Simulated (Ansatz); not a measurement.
Geometry optimisation of GeH8N2OSi (`N[SiH2][O][GeH2][NH2]`).

```yaml
crystal:
  periodic: [false, false, false]
  atoms:
    - {symbol: N, position_ang: [-1.843680, 0.814500, -0.003910]}
    - {symbol: Si, position_ang: [-0.341860, 1.640810, -0.221760]}
    - {symbol: O, position_ang: [0.774560, 0.550090, -0.652330]}
    - {symbol: Ge, position_ang: [1.179400, -1.144400, -0.525980]}
    - {symbol: N, position_ang: [0.916400, -1.823480, 1.122060]}
    - {symbol: H, position_ang: [-2.650550, 1.362220, 0.247090]}
    - {symbol: H, position_ang: [-2.104790, 0.133730, -0.701930]}
    - {symbol: H, position_ang: [-0.022370, 2.193070, 1.094950]}
    - {symbol: H, position_ang: [-0.264620, 2.619430, -1.308700]}
    - {symbol: H, position_ang: [0.300010, -1.889570, -1.487240]}
    - {symbol: H, position_ang: [2.635430, -1.176870, -0.861640]}
    - {symbol: H, position_ang: [-0.044800, -1.865770, 1.434590]}
    - {symbol: H, position_ang: [1.466860, -1.413760, 1.864780]}
basis:
  gaussian: {orbitals: def2-TZVP}
hamiltonian: {xc: pbe0, dispersion: d4}
relax: {f_tol: 0.005, max_steps: 150}
```

```sh
$ ansatz run in.yaml --threads 2 --pin off --events-out ev --progress --plain --max-ram 22528MiB --backend cuda --devices 0, --max-vram 18GiB
```

It prints (some lines left out):

```
Functional definition: PBE0
mean field -69542.42085071 eV, -2555.6368287178 hartree, gradient 4.1e-5 eV, S^2 0.000000; 0 other end points of the search recorded, 0 dependent functions left out
relax step   1: F+E_penalty+E_count = -69542.67285076 eV  Δ(F+E_penalty+E_count) = +0.000e0 eV  max|allowed force component| = 8.884e-1 eV/Å  Δτ_max = 0.0000 Å  (28 SCF iters, accepted)
mean field -69542.53155602 eV, -2555.6408970629 hartree, gradient 1.6e-5 eV, S^2 0.000000; 0 other end points of the search recorded, 0 dependent functions left out
relax step   2: F+E_penalty+E_count = -69542.78079626 eV  Δ(F+E_penalty+E_count) = -1.079e-1 eV  max|allowed force component| = 4.050e-1 eV/Å  Δτ_max = 0.1582 Å  (30 SCF iters, accepted)
mean field -69542.55509830 eV, -2555.6417622257 hartree, gradient 1.9e-5 eV, S^2 0.000000; 0 other end points of the search recorded, 0 dependent functions left out
relax step   3: F+E_penalty+E_count = -69542.80405262 eV  Δ(F+E_penalty+E_count) = -2.326e-2 eV  max|allowed force component| = 3.893e-1 eV/Å  Δτ_max = 0.1239 Å  (31 SCF iters, accepted)
mean field -69542.57910891 eV, -2555.6426445992 hartree, gradient 2.0e-5 eV, S^2 0.000000; 0 other end points of the search recorded, 0 dependent functions left out
relax step   4: F+E_penalty+E_count = -69542.83043592 eV  Δ(F+E_penalty+E_count) = -2.638e-2 eV  max|allowed force component| = 3.100e-1 eV/Å  Δτ_max = 0.1609 Å  (30 SCF iters, accepted)
mean field -69542.59057089 eV, -2555.6430658194 hartree, gradient 2.5e-5 eV, S^2 0.000000; 0 other end points of the search recorded, 0 dependent functions left out
relax step   5: F+E_penalty+E_count = -69542.84526158 eV  Δ(F+E_penalty+E_count) = -1.483e-2 eV  max|allowed force component| = 5.171e-1 eV/Å  Δτ_max = 0.1968 Å  (30 SCF iters, accepted)
mean field -69542.59996951 eV, -2555.6434112122 hartree, gradient 1.4e-5 eV, S^2 0.000000; 0 other end points of the search recorded, 0 dependent functions left out
relax step   6: F+E_penalty+E_count = -69542.85552526 eV  Δ(F+E_penalty+E_count) = -1.026e-2 eV  max|allowed force component| = 2.882e-1 eV/Å  Δτ_max = 0.0377 Å  (32 SCF iters, accepted)
mean field -69542.60416501 eV, -2555.6435653940 hartree, gradient 1.4e-5 eV, S^2 0.000000; 0 other end points of the search recorded, 0 dependent functions left out
relax step   7: F+E_penalty+E_count = -69542.86120863 eV  Δ(F+E_penalty+E_count) = -5.683e-3 eV  max|allowed force component| = 6.667e-2 eV/Å  Δτ_max = 0.0671 Å  (32 SCF iters, accepted)
mean field -69542.60518705 eV, -2555.6436029534 hartree, gradient 1.5e-5 eV, S^2 0.000000; 0 other end points of the search recorded, 0 dependent functions left out
relax step   8: F+E_penalty+E_count = -69542.86332580 eV  Δ(F+E_penalty+E_count) = -2.117e-3 eV  max|allowed force component| = 6.453e-2 eV/Å  Δτ_max = 0.0705 Å  (31 SCF iters, accepted)
mean field -69542.60570438 eV, -2555.6436219649 hartree, gradient 1.4e-5 eV, S^2 0.000000; 0 other end points of the search recorded, 0 dependent functions left out
relax step   9: F+E_penalty+E_count = -69542.86458695 eV  Δ(F+E_penalty+E_count) = -1.261e-3 eV  max|allowed force component| = 4.954e-2 eV/Å  Δτ_max = 0.0350 Å  (31 SCF iters, accepted)
mean field -69542.60467461 eV, -2555.6435841215 hartree, gradient 1.4e-5 eV, S^2 0.000000; 0 other end points of the search recorded, 0 dependent functions left out
relax step  10: F+E_penalty+E_count = -69542.86512280 eV  Δ(F+E_penalty+E_count) = -5.358e-4 eV  max|allowed force component| = 5.050e-2 eV/Å  Δτ_max = 0.0758 Å  (30 SCF iters, accepted)
mean field -69542.60540414 eV, -2555.6436109312 hartree, gradient 1.4e-5 eV, S^2 0.000000; 0 other end points of the search recorded, 0 dependent functions left out
relax step  11: F+E_penalty+E_count = -69542.86545234 eV  Δ(F+E_penalty+E_count) = -3.295e-4 eV  max|allowed force component| = 1.419e-2 eV/Å  Δτ_max = 0.0306 Å  (31 SCF iters, accepted)
mean field -69542.60558892 eV, -2555.6436177219 hartree, gradient 1.4e-5 eV, S^2 0.000000; 0 other end points of the search recorded, 0 dependent functions left out
relax step  12: F+E_penalty+E_count = -69542.86552069 eV  Δ(F+E_penalty+E_count) = -6.835e-5 eV  max|allowed force component| = 1.537e-2 eV/Å  Δτ_max = 0.0168 Å  (32 SCF iters, accepted)
mean field -69542.60555610 eV, -2555.6436165156 hartree, gradient 1.4e-5 eV, S^2 0.000000; 0 other end points of the search recorded, 0 dependent functions left out
relax step  13: F+E_penalty+E_count = -69542.86558551 eV  Δ(F+E_penalty+E_count) = -6.482e-5 eV  max|allowed force component| = 1.081e-2 eV/Å  Δτ_max = 0.0099 Å  (32 SCF iters, accepted)
mean field -69542.60549570 eV, -2555.6436142960 hartree, gradient 1.4e-5 eV, S^2 0.000000; 0 other end points of the search recorded, 0 dependent functions left out
relax step  14: F+E_penalty+E_count = -69542.86560206 eV  Δ(F+E_penalty+E_count) = -1.655e-5 eV  max|allowed force component| = 1.288e-2 eV/Å  Δτ_max = 0.0065 Å  (34 SCF iters, accepted)
mean field -69542.60550259 eV, -2555.6436145491 hartree, gradient 1.5e-5 eV, S^2 0.000000; 0 other end points of the search recorded, 0 dependent functions left out
relax step  15: F+E_penalty+E_count = -69542.86560947 eV  Δ(F+E_penalty+E_count) = -7.406e-6 eV  max|allowed force component| = 5.682e-3 eV/Å  Δτ_max = 0.0018 Å  (24 SCF iters, accepted)
mean field -69542.60550029 eV, -2555.6436144647 hartree, gradient 1.5e-5 eV, S^2 0.000000; 0 other end points of the search recorded, 0 dependent functions left out
relax step  16: F+E_penalty+E_count = -69542.86561207 eV  Δ(F+E_penalty+E_count) = -2.603e-6 eV  max|allowed force component| = 2.751e-3 eV/Å  Δτ_max = 0.0014 Å  (23 SCF iters, accepted)
mean field -69542.60550029 eV, -2555.6436144647 hartree, gradient 1.5e-5 eV, S^2 0.000000; 1 other end points of the search recorded, 0 dependent functions left out
Total energy: -69542.86564854 eV, -2555.6531747366 hartree
Atom 0 at    -1.738765     0.658936    -0.104148 Å, force    -0.001799    -0.002751    -0.000925 eV/Å
Atom 1 at    -0.275215     1.552517    -0.273424 Å, force     0.002615     0.001716     0.000100 eV/Å
Atom 2 at     0.916456     0.605666    -0.853909 Å, force    -0.001189     0.000685     0.000251 eV/Å
Atom 3 at     1.193378    -1.136625    -0.547373 Å, force    -0.000710    -0.000748     0.001477 eV/Å
Atom 4 at     0.755578    -1.653992     1.145148 Å, force     0.000383     0.001169    -0.000379 eV/Å
Atom 5 at    -2.324157     0.833244     0.696890 Å, force     0.000501     0.001127     0.000734 eV/Å
Atom 6 at    -2.297689     0.424827    -0.909547 Å, force     0.000246     0.000043    -0.000055 eV/Å
Atom 7 at     0.015092     2.053133     1.098250 Å, force    -0.000020    -0.000432     0.000135 eV/Å
Atom 8 at    -0.374972     2.693705    -1.220253 Å, force    -0.000354    -0.000177    -0.000461 eV/Å
Atom 9 at     0.310477    -1.910476    -1.534366 Å, force     0.000109     0.000347    -0.000226 eV/Å
Atom 10 at     2.697709    -1.340162    -0.753213 Å, force    -0.000208    -0.000151     0.000459 eV/Å
Atom 11 at    -0.216580    -1.504069     1.377620 Å, force     0.000390    -0.000276    -0.000567 eV/Å
Atom 12 at     1.338678    -1.276703     1.878306 Å, force     0.000036    -0.000552    -0.000544 eV/Å
Dipole moment:    -0.352161    -0.043545     0.173675 e Å
```

It took 21 s on 2 threads of an AMD EPYC 7R13 on a shared host and a share of an NVIDIA H100 80 GB, with 0.91 GiB of host memory at the peak.
